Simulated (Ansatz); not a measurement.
Input (CCSDT(Q)/cc-pVDZ; Ansatz, a quantum-chemistry and plane-wave program):

Ansatz 0.2 input:
```yaml
crystal:
  periodic: [false, false, false]
  atoms:
    - {symbol: B, position_ang: [-0.78915011, 0.92093348, 0.84526259]}
    - {symbol: H, position_ang: [0.04436676, 1.30090716, 1.61270038]}
    - {symbol: H, position_ang: [-1.90721583, 1.32593040, 0.93848011]}
    - {symbol: C, position_ang: [-0.41518955, -0.07462180, -0.24155836]}
    - {symbol: C, position_ang: [0.93428179, -0.65027869, -0.46065000]}
    - {symbol: H, position_ang: [-1.16993275, -0.42505384, -0.94428419]}
    - {symbol: H, position_ang: [1.29233472, -0.42927535, -1.47475894]}
    - {symbol: H, position_ang: [0.90475319, -1.74623509, -0.40175238]}
    - {symbol: H, position_ang: [1.66689103, -0.28153780, 0.25655224]}
basis:
  gaussian:
    orbitals: cc-pVDZ
magnetization: {spin_polarized: true, initial_magnetization: 1}
correlation: {method: ccsdt_q, electrons: outside_noble_gas}
```

Output:

```
Functional definition: HF
integrals: 0.11 GiB planned
1392 factors; integrals over basis functions are off by at most 1.6e-7 eV
mean field: 0.25 GiB planned
mean field evaluation 1: about -2824.4735 eV, gradient 1.6e1 eV
mean field evaluation 2: about -2824.5739 eV, gradient 1.6e1 eV
mean field evaluation 4: about -2826.4255 eV, gradient 2.0e0 eV
mean field evaluation 8: about -2826.4728 eV, gradient 3.0e-1 eV
mean field evaluation 16: about -2826.4754 eV, gradient 1.9e-6 eV
mean field evaluation 32: about -2821.6460 eV, gradient 4.2e-1 eV
mean field -2826.47541545 eV, -103.8710556640 hartree, gradient 1.9e-6 eV, S^2 0.757699; 0 other end points of the search recorded, 0 dependent functions left out
3 core orbitals not correlated
reference -2826.47541545 eV, -103.8710556640 hartree; 9, 8 occupied and 60, 61 virtual orbitals, 1392 factors
second order -9.37042257 eV of doubles, -0.00000000 eV of singles
coupled cluster: 4.58 GiB planned
cycle   1  -10.35108618 eV  change   -9.8e-1 eV  update   8.0e-2
cycle   2  -10.92070312 eV  change   -5.7e-1 eV  update   3.1e-2
cycle   3  -11.04366674 eV  change   -1.2e-1 eV  update   1.5e-2
cycle   4  -11.02822473 eV  change    1.5e-2 eV  update   6.2e-3
cycle   5  -11.02964683 eV  change   -1.4e-3 eV  update   3.4e-3
cycle   6  -11.03072189 eV  change   -1.1e-3 eV  update   1.2e-3
cycle   7  -11.03016586 eV  change    5.6e-4 eV  update   5.1e-4
cycle   8  -11.03016436 eV  change    1.5e-6 eV  update   1.7e-4
cycle   9  -11.03026249 eV  change   -9.8e-5 eV  update   7.2e-5
cycle  10  -11.03021353 eV  change    4.9e-5 eV  update   2.8e-5
cycle  11  -11.03019084 eV  change    2.3e-5 eV  update   1.2e-5
cycle  12  -11.03020114 eV  change   -1.0e-5 eV  update   4.9e-6
cycle  13  -11.03020630 eV  change   -5.2e-6 eV  update   2.2e-6
cycle  14  -11.03021019 eV  change   -3.9e-6 eV  update   9.9e-7
cycle  15  -11.03021085 eV  change   -6.6e-7 eV  update   4.0e-7
perturbative correction -0.01355133 eV, -0.0004980023 hartree
Total energy: -2837.51917764 eV, -104.2769064386 hartree
```
